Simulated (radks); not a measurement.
Results of a calculation; reference values are marked as such.
Problem. All-electron atom: Ce II in [Kr] 4d10 4f1 5s2 5p5.5 5d2 6s0.5 (fractional occupations, a model configuration). Level of theory: Dirac Kohn-Sham, PBE, spin-unpolarised, spherical densities, finite nucleus; open shells fill j = l - 1/2 first; Fermi nuclear charge, rms radius 4.8771 fm (a radial shooting solver on a logarithmic mesh with Libxc functionals). Some entries of the table are withheld. Estimate them.

orbital  occ.  eigenvalue (hartree)  r(max) (bohr)
1s1/2       2             -1478.700        0.01574
2s1/2       2                   (1)        0.08922
2p1/2       2             -223.6428        0.06798
2p3/2       4             -207.2306        0.07324
3s1/2       2             -51.17522         0.2548
3p1/2       2             -45.57993         0.2416
3p3/2       4             -42.35467         0.2530
3d3/2       4             -32.56958            (2)
3d5/2       6             -31.87702            (3)
4s1/2       2             -10.53090         0.5935
4p1/2       2                   (4)         0.6028
4p3/2       4                   (5)         0.6271
4d3/2       4                   (6)         0.6480
4d5/2       6                   (7)         0.6559
5s1/2       2              -1.69888          1.372
5p1/2       2              -1.13130          1.499
5p3/2     3.5              -1.02978          1.565
4f5/2       1              -0.41975            (8)
4f7/2       0              -0.40743            (9)
5d3/2       2              -0.30959          2.106
6s1/2     0.5              -0.30228          3.535
5d5/2       0              -0.30112          2.141
6p1/2       0              -0.19940          4.299
6p3/2       0              -0.18904          4.494

Solution. 
(1) 2s1/2 eigenvalue (hartree): -236.8511
(2) 3d3/2 r(max) (bohr): 0.2034
(3) 3d5/2 r(max) (bohr): 0.2066
(4) 4p1/2 eigenvalue (hartree): -8.45235
(5) 4p3/2 eigenvalue (hartree): -7.75968
(6) 4d3/2 eigenvalue (hartree): -4.34650
(7) 4d5/2 eigenvalue (hartree): -4.22508
(8) 4f5/2 r(max) (bohr): 0.7050
(9) 4f7/2 r(max) (bohr): 0.7096
